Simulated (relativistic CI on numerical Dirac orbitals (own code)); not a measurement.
# d6 in a ligand field

Computed with a parametric ligand-field model of a d^n configuration (Racah B and C, spin-orbit zeta, crystal field), exact diagonalisation.

Field parameters in Wybourne normalisation: D3d B²₀ = −7Dσ, B⁴₀ = −14Dq − 21Dτ, B⁴₃ = −14√(10/7) Dq; D4h B²₀ = −7Ds, B⁴₀ = 21(Dq − Dt), B⁴₄ = 21√(5/14) Dq; Oh B⁴₀ = 21Dq, B⁴₄ = √(5/14) B⁴₀. The field is a parameter set, without covalency.

Task: Ground term and bands for B = 1010, C = 5240, ζ = 0 cm⁻¹, D4h, 10Dq = 22550, Ds = -1500, Dt = -320 cm⁻¹?

Result: Ground term 1A1 with 0.07 electrons in the two orbitals of the cubic e set. Spin-allowed: 1A2 19578 cm⁻¹ (511 nm), 1E 21314 cm⁻¹ (469 nm), 1E 32052 cm⁻¹ (312 nm), 1B2 36824 cm⁻¹ (272 nm). Lowest spin-forbidden: 5B2 3364 cm⁻¹ (2973 nm), 5E 6264 cm⁻¹ (1596 nm), 3A2 8210 cm⁻¹ (1218 nm).

Task: Ground term and bands for B = 950, C = 3760, ζ = 0 cm⁻¹, D3d, 10Dq = 25300, Dσ = -1200, Dτ = -350 cm⁻¹?

Result: Ground term 1A1 with 0.05 electrons in the two orbitals of the cubic e set. Spin-allowed: 1E 20206 cm⁻¹ (495 nm), 1A2 23535 cm⁻¹ (425 nm), 1E 33191 cm⁻¹ (301 nm), 1A1 34731 cm⁻¹ (288 nm). Lowest spin-forbidden: 3E 11643 cm⁻¹ (859 nm), 5E 13395 cm⁻¹ (747 nm), 3A2 15285 cm⁻¹ (654 nm).

Task: A d6 ion in Oh symmetry has the ground term 1A1 and bands at 3T1 20754 cm⁻¹ (482 nm), 3T2 23531 cm⁻¹ (425 nm), 1T1 24144 cm⁻¹ (414 nm), 1T2 29715 cm⁻¹ (337 nm), 5T2 36476 cm⁻¹ (274 nm), 1T2 48960 cm⁻¹ (204 nm), 1E 49248 cm⁻¹ (203 nm). Which parameters reproduce them?

Result: B = 380, C = 1620, ζ = 0 cm⁻¹, Oh, 10Dq = 25400 cm⁻¹.

Task: Ground term and bands for B = 320, C = 1200, ζ = 0 cm⁻¹, D4h, 10Dq = 16150, Ds = -1500, Dt = -320 cm⁻¹?

Result: Ground term 1A1 with 0.02 electrons in the two orbitals of the cubic e set. Spin-allowed: 1E 15230 cm⁻¹ (657 nm), 1A2 15273 cm⁻¹ (655 nm), 1E 21774 cm⁻¹ (459 nm), 1B2 27058 cm⁻¹ (370 nm). Lowest spin-forbidden: 3E 11477 cm⁻¹ (871 nm), 3A2 12667 cm⁻¹ (789 nm), 3E 18131 cm⁻¹ (552 nm).

Task: Ground term and bands for B = 300, C = 1320, ζ = 0 cm⁻¹, D3d, 10Dq = 28050, Dσ = -1200, Dτ = -180 cm⁻¹?

Result: Ground term 1A1 with 0.02 electrons in the two orbitals of the cubic e set. Spin-allowed: 1E 24613 cm⁻¹ (406 nm), 1A2 27893 cm⁻¹ (359 nm), 1E 31168 cm⁻¹ (321 nm), 1A1 32088 cm⁻¹ (312 nm). Lowest spin-forbidden: 3E 21490 cm⁻¹ (465 nm), 3A2 25153 cm⁻¹ (398 nm), 3E 26495 cm⁻¹ (377 nm).
